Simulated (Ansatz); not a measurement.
Reaction: C2H6Si (SMILES C[Si]C) → C2H6Si (ethenylsilane, SMILES C=C[SiH3])
Each species at its own B3LYP-D3(BJ)/def2-TZVP minimum (Ansatz, a program for electronic structure).

Property: isomerisation energy (electronic), in kcal/mol. Open shells are spin-unrestricted; no spin-orbit coupling. CBS(X,Y): correlation extrapolated as X^-3, Hartree-Fock from the larger set. A bracket is a step between two methods taken in the basis named. The functionals are non-relativistic, so their misses hold any scalar relativity. Double hybrids freeze cores in their MP2 part. '+ core + X2C': CCSD(T) terms for core correlation (cc-pwCVTZ, 1s frozen past Ne) and scalar relativity (cc-pVTZ-DK). The restricted determinant of C2H6Si (C[Si]C, singlet) is unstable towards broken spin symmetry in at least one set run.

CCSD(T)/CBS(cc-pV(T+d)Z,cc-pV(Q+d)Z) + [CCSDT(Q) - CCSD(T)]/cc-pV(D+d)Z + core + X2C (Ansatz) gives -9.2 kcal/mol.

How far off this value is PBE/def2-TZVPD (Ansatz), in which direction, and how far these levels: r2SCAN/def2-TZVPD, B3LYP/def2-TZVPD, PBE0/def2-TZVPD, wB97M-V/def2-TZVPD, B2PLYP/def2-TZVPD, CCSD(T)/CBS(cc-pV(T+d)Z,cc-pV(Q+d)Z) + core + X2C?

PBE gives -7.2 kcal/mol, 2.0 kcal/mol above it. Differences of the others: r2SCAN/def2-TZVPD (Ansatz) -1.1; B3LYP/def2-TZVPD (Ansatz) -1.1; PBE0/def2-TZVPD (Ansatz) 1.4; wB97M-V/def2-TZVPD (Ansatz) 1.8; B2PLYP/def2-TZVPD (Ansatz) -1.5; CCSD(T)/CBS(cc-pV(T+d)Z,cc-pV(Q+d)Z) + core + X2C (Ansatz) -0.1 kcal/mol.
